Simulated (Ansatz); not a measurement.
A set of 12 reactions (ligand exchange), with CCSD(T)/CBS values in kJ/mol:

```json
{"reaction": "`C[SiH2]SP` + `CC[SeH]` → `CC[Se][SiH2]C` + `PS`", "ΔE": "-0.7"}
{"reaction": "`N=C([SiH3])BO` + `OC[SiH2]S` → `[SiH3]OC[SiH2]S` + `N=CBO`", "ΔE": "-109.9"}
{"reaction": "`CCO[SiH2]C` + `[SiH3][TeH]` → `C[SiH2][Te][SiH3]` + `CCO`", "ΔE": "23.1"}
{"reaction": "`N[SiH](F)BCl` + H₂Te → `ClB[TeH]` + `N[SiH2]F`", "ΔE": "-90.7"}
{"reaction": "`F[SiH2][BH][SnH3]` + `OBO` → `OB[O][SnH3]` + `B[SiH2]F`", "ΔE": "-26.6"}
{"reaction": "`C[S][Zn][F]` + CH₃SH → `C[S][Zn][S]C` + H–F", "ΔE": "-14.4"}
{"reaction": "`F[SiH](F)O[SiH3]` + H₂Se → `F[SiH]([SeH])O[SiH3]` + H–F", "ΔE": "94.8"}
{"reaction": "`BO[SiH2]S[SiH3]` + `N[SiH2]CO` → `BN[SiH2]CO` + `O[SiH2]S[SiH3]`", "ΔE": "0.4"}
{"reaction": "`[CH3][Al]([OH])[SiH2]O` + `[NH2][ZnH]` → `O[SiH2][NH][ZnH]` + `[CH3][AlH][OH]`", "ΔE": "-103.9"}
{"reaction": "`CNBN` + `N=CO` → `N=COBN` + CH₃NH₂", "ΔE": "-8.0"}
{"reaction": "`N[SiH2][TeH]` + `CCO` → `CCO[SiH2]N` + H₂Te", "ΔE": "-43.8"}
{"reaction": "`F[Si](Cl)(Cl)[O][GeH3]` + `N=CBO` → `OB/C=[N]/[GeH3]` + `O[Si](F)(Cl)Cl`", "ΔE": "60.0"}
```

Isolated molecules relaxed with PBE0-D4/def2-TZVP in Ansatz; ΔE leaves out vibrations. CCSD(T)/CBS is the MP2 limit (def2-TZVPP, def2-QZVPP) plus CCSD(T) − MP2 in def2-TZVPP, frozen cores. This one scheme is used for every species. Functionals use def2-TZVPP. B3LYP here is the variant with VWN-RPA as its local correlation; programs differ in this. Elements past krypton have def2 core potentials. For Ge, Se, Sn, Te, Zn outer-core shells are correlated without core-valence functions, which leaves a few kJ/mol of doubt a bond. Scalar relativity is left out up to krypton. One conformer a species, not always the lowest.

(1) Give the mean, mean absolute and largest difference (level minus CCSD(T)/CBS, kJ/mol) for: PBE-D4, r2SCAN-D4, PBE0-D4, B3LYP-D4, B2PLYP, r2SCAN, PBE0, B3LYP, HF/def2-TZVPP, MP2/def2-TZVPP, SCS-MP2/def2-TZVPP, HF/def2-QZVPP, HF/CBS(def2), CCSD/CBS(def2). (Estimate.)

The largest T1 diagnostic in the set is 0.016, for `[NH2][ZnH]` (customary mark 0.02).

CCSD(T)/CBS is a level of theory with its own doubt, and the functionals carry their triple-zeta basis error, so these figures describe this set and don't rank the functionals.

## Answers

(1) Computed: 
| level | mean | mean absolute | largest |
| --- | --- | --- | --- |
| PBE-D4 | 3.9 | 9.5 | 26.6 |
| r2SCAN-D4 | 2.1 | 2.5 | 5.2 |
| PBE0-D4 | 2.7 | 6.9 | 14.9 |
| B3LYP-D4 | 2.5 | 3.6 | 7.5 |
| B2PLYP | 1.7 | 4.4 | 13.0 |
| r2SCAN | 2.4 | 3.0 | 6.9 |
| PBE0 | 3.6 | 6.3 | 16.6 |
| B3LYP | 4.2 | 6.4 | 17.1 |
| HF/def2-TZVPP | 2.6 | 13.4 | 33.1 |
| MP2/def2-TZVPP | -2.5 | 3.1 | -10.7 |
| SCS-MP2/def2-TZVPP | -0.8 | 5.0 | 9.0 |
| HF/def2-QZVPP | 3.1 | 14.8 | 35.8 |
| HF/CBS(def2) | 3.1 | 15.0 | 36.1 |
| CCSD/CBS(def2) | 0.9 | 2.0 | 4.8 |
